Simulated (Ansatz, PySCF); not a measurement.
This Ansatz (an electronic-structure program) input computes a PBE/def2-TZVPD energy:

Ansatz 0.2 input:
```yaml
crystal:
  periodic: [false, false, false]
  atoms:
    - {symbol: Ge, position_ang: [0.62336813, 1.08019113, 0.18983970]}
    - {symbol: C, position_ang: [-0.39291352, -0.74283439, -0.11213957]}
    - {symbol: C, position_ang: [-0.62987351, -1.38702285, 1.25183909]}
    - {symbol: C, position_ang: [0.50266225, -1.65389991, -0.94848295]}
    - {symbol: C, position_ang: [-1.73107671, -0.56676017, -0.82226645]}
    - {symbol: H, position_ang: [0.36974257, 1.59372065, -1.33197103]}
    - {symbol: H, position_ang: [-0.69937607, 1.84565374, 0.74514246]}
    - {symbol: H, position_ang: [-1.11289486, -2.37558052, 1.15654445]}
    - {symbol: H, position_ang: [0.31013044, -1.52742380, 1.79375669]}
    - {symbol: H, position_ang: [-1.27678294, -0.76231171, 1.87464685]}
    - {symbol: H, position_ang: [1.47569394, -1.80208370, -0.47073257]}
    - {symbol: H, position_ang: [0.68560082, -1.22473879, -1.93792700]}
    - {symbol: H, position_ang: [0.04652684, -2.64879313, -1.09601234]}
    - {symbol: H, position_ang: [-1.59624886, -0.10678876, -1.80361231]}
    - {symbol: H, position_ang: [-2.39665469, 0.08182335, -0.24856155]}
    - {symbol: H, position_ang: [-2.24630831, -1.53648944, -0.96984472]}
basis:
  gaussian:
    orbitals: def2-TZVPD
hamiltonian:
  xc: {name: PBE}
total_charge: -1
output: {forces: true}
```

Question: Write an input for the same energy in PySCF and say what it gives.

Answer: 
```python
from pyscf import gto, scf, dft

mol = gto.M(
    atom='''
    Ge    0.62336813    1.08019113    0.18983970
    C    -0.39291352   -0.74283439   -0.11213957
    C    -0.62987351   -1.38702285    1.25183909
    C     0.50266225   -1.65389991   -0.94848295
    C    -1.73107671   -0.56676017   -0.82226645
    H     0.36974257    1.59372065   -1.33197103
    H    -0.69937607    1.84565374    0.74514246
    H    -1.11289486   -2.37558052    1.15654445
    H     0.31013044   -1.52742380    1.79375669
    H    -1.27678294   -0.76231171    1.87464685
    H     1.47569394   -1.80208370   -0.47073257
    H     0.68560082   -1.22473879   -1.93792700
    H     0.04652684   -2.64879313   -1.09601234
    H    -1.59624886   -0.10678876   -1.80361231
    H    -2.39665469    0.08182335   -0.24856155
    H    -2.24630831   -1.53648944   -0.96984472
    ''',
    basis='def2-tzvpd',
    charge=-1,
    spin=0,
    verbose=4,
)

mf = dft.RKS(mol, xc='pbe').density_fit(auxbasis='def2-universal-jkfit')
mf.grids.level = 3
mf.conv_tol = 1e-9
mf.max_cycle = 100
mf.max_memory = 1500
mf.kernel()
if not mf.converged:
    mf = mf.newton()
    mf.kernel(mf.make_rdm1())
mf.analyze()
```
It gives -2235.56476 Eh, and Ansatz -2235.56461 Eh, a difference of 0.15 mEh, from the treatment of integrals and grids.

It need not be the lowest isomer of its formula. Whether it binds its extra electron was not tested at this geometry.
